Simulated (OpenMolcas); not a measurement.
A calculation on Br⁺.

| Quantity | Value |
| --- | --- |
| Program | OpenMolcas |
| Method | SS-CASPT2, IPEA 0.25 Eh, imaginary shift 0.1 Eh (closed shells correlated: 3d) |
| Basis | ANO-RCC-VQZP [7s6p4d2f1g] |
| Scalar Hamiltonian | DKH2, point nucleus |
| Active space | 6 electrons in 8 orbitals (4s 4p 5s 5p) |
| State averaging | 2S+1 = 3 even, 3 roots; 2S+1 = 1 even, 6 roots; 2S+1 = 3 odd, 1 root; 2S+1 = 1 odd, 5 roots |
| Spin-orbit coupling | state interaction with AMFI integrals over the reference wave functions, term energies averaged over their components |

(1) Which level of the active space comes out lowest?

(2) How high does 4s2 4p4 3P1 lie?

(3) How high does 4s2 4p4 1D2 lie?

(4) How high does 4s2 4p4 1S0 lie?

Measured values: NIST Handbook of Basic Atomic Spectroscopic Data.

## Answers

(1) 4s2 4p4 3P2, with 98 % of that term; it is also the measured ground level.

(2) 2810 cm-1 above the lowest level; measured 3136 cm-1 above the ground level, so the calculation is off by -10 %.

(3) 12360 cm-1 above the lowest level; measured 12089 cm-1 above the ground level, so the calculation is off by +2 %.

(4) 28050 cm-1 above the lowest level; measured 27867 cm-1 above the ground level, so the calculation is off by +1 %.

Term energies are means over components that CASPT2 splits; among the terms shown or strongly mixed into the levels shown the widest spread is 70 cm-1 (4s2 4p4 1D). The run also gave levels led by 4s2 4p3 5s, which use shells meant for correlation; these and all levels above them are left out. Computed and measured levels are paired by configuration, term and J; levels that our copy of the source lacks, or whose pairing is in doubt (as where it misses far off the trend of its configuration), stay unpaired and out of the deviations. Levels of configurations outside the active space are missing.
